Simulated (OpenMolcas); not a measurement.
Ta3+ among 6 point charges of -1.7 e arranged as a tetragonal octahedron (D4h), 2.37 Å from the ion, with the axial distance 2.180 Å.

| Property | Result |
| --- | --- |
| Program | OpenMolcas |
| Method | SS-CASPT2, IPEA 0.25 Eh, imaginary shift 0.1 Eh (closed shells correlated: 4f 5s 5p) |
| Basis | ANO-RCC-VTZP [8s7p5d3f2g1h] |
| Scalar Hamiltonian | DKH2, point nucleus |
| Active space | 2 electrons in 5 orbitals (5d) |
| State averaging | 2S+1 = 3 even, 10 roots; 2S+1 = 1 even, 15 roots |
| Spin-orbit coupling | RASSI with atomic mean-field integrals over the reference wave functions |

(1) What is the spin-free ground state (labels of D4, the rotations of D4h)?

(2) Where is the first state of the same spin?

(3) What are the lowest two levels with spin-orbit coupling?

(4) What is χT at 300 K, and how does it compare with the textbook value?

Results:

(1) 3E, 2-fold in its orbital part, 94 % from free-ion F terms; it has the highest spin that d2 allows.

(2) 3A2 at 1920 cm-1 above the ground state.

(3) A 1-fold level B1, then a 1-fold level B2 500 cm-1 above it. Their leading multiplicities are 3 (97 %) and 3 (97 %).

(4) The lowest level has 2S+1 = 3, for which the spin-only value is χT = S(S+1) / 2 = 1.000 cm3 K/mol (g = 2). The computed 0.072 at 300 K differs by -0.928, through orbital momentum, spin-orbit coupling and any other state in reach.

An orbital doublet at a regular site is open to a Jahn-Teller distortion, which this geometry leaves out. Free-ion shares, where given, are those of the reference states; single-state CASPT2 does not remix them. This is an electrostatic model: the charges have no orbitals. No measured value stands beside these numbers.
